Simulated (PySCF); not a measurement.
## Sn (tin, neutral) across methods

[Kr] 4d10 5s1 5p2 6s1, high-spin 5P determinant (an excited configuration). Calculation: PySCF 2.14, in aug-cc-pVTZ-PP with one added diffuse shell each of d, f type with ECP28MDF (6s5p5d3f, 67 functions); scalar relativity through the core potential.

| method | E (hartree) | mean ε 5s α (eV) | mean ε 5p α (eV) | mean ε 6s α (eV) | Σ⟨r²⟩ (bohr²) | ⟨S²⟩ |
| --- | --- | --- | --- | --- | --- | --- |
| BHandHLYP | -213.8189 | -17.915 | -9.208 | -2.286 | 92.03 | 6.001 |
| UHF | -213.03837 | -20.545 | -11.144 | -2.876 | 93.79 | 6.003 |
| CAM-B3LYP | -213.8548 | -18.170 | -9.560 | -2.591 | 91.41 | 6.001 |
| wB97X | -213.8938 | -19.103 | -10.386 | -2.994 | 92.59 | 6.001 |
| PBE | -213.8750 | -15.102 | -7.384 | -1.857 | 90.81 | 6.001 |
| r2SCAN | -213.9654 | -15.754 | -7.814 | -1.842 | 91.55 | 6.003 |
| LDA | -213.5236 | -15.341 | -7.462 | -1.943 | 89.78 | 6.001 |
| MN15 | -213.4077 | -17.464 | -8.919 | -2.169 | 90.75 | 6.001 |

Question: Estimate the same row for PBE0.

Answer: E (hartree) = -213.8944; mean ε 5s α (eV) = -16.644; mean ε 5p α (eV) = -8.448; mean ε 6s α (eV) = -2.185; Σ⟨r²⟩ (bohr²) = 91.42; ⟨S²⟩ = 6.002.

Energies and moments cover only the electrons outside the core potential. The outer electron is Rydberg-like, and this basis confines it to a smaller radius and binds it less than a complete one would.
